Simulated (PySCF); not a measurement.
C2H7FNSi2 (doublet state).
Z-matrix (Å and degrees, GFN2-xTB geometry), rows numbered from 1:
```
C 
Si  1  1.8199
Si  2  2.3378  1  108.12
F   3  1.6124  2  108.39  1   -88.49
N   3  1.7067  2  106.43  1   162.59
C   5  1.2510  3  136.89  2   -95.94
H   1  1.0767  2  122.78  3   -87.29
H   1  1.0766  2  122.35  3    82.30
H   2  1.4670  1  111.61  3  -119.56
H   2  1.4714  1  111.16  3   118.33
H   3  1.4595  2  118.28  1    26.59
H   6  1.0930  5  124.80  3    -9.04
H   6  1.0867  5  119.20  3   171.64
```

The hyperfine couplings belong to this conformer and change with its torsions.

The species is `[CH2][SiH2][Si@H](F)N=C` [radical].

The calculation used UKS B3LYP, pcH-1 on C F H N Si, non-relativistic, mean-field spin-orbit, GIAO in PySCF. One conformer (not necessarily the lowest) at the GFN2-xTB geometry, without solvent, vibrations or thermal averaging. A GFN2-xTB geometry isn't a minimum of the functional, and hyperfine couplings can be far from their values at a DFT geometry. The SCF solution wasn't tested for stability.

The Mulliken spin populations are largest on C1 (+1.02) and Si3 (+0.07). C1 is the only atom above +0.15. The angles at C1 add up to 359.3°, so it is planar; its axial dipolar tensor and the negative couplings of its protons fit spin in a p orbital normal to that plane.

Task: McConnell's relation a(H) = Q·ρ ties the coupling of a proton on a planar π carbon to the spin population of that carbon. What Q do the computed values give?

Result: 
```csv
H,C,ρ(C),a(H) (G),a/ρ (G)
H7,C1,+1.017,-20.18,-19.8
H8,C1,+1.017,-20.19,-19.8
```

These protons share one ρ (within 0.01), so their mean ratio, Q = -19.8 G, is no test of linearity. In every row coupling and population have opposite signs.

Couplings in gauss use g_iso = 2.0026.
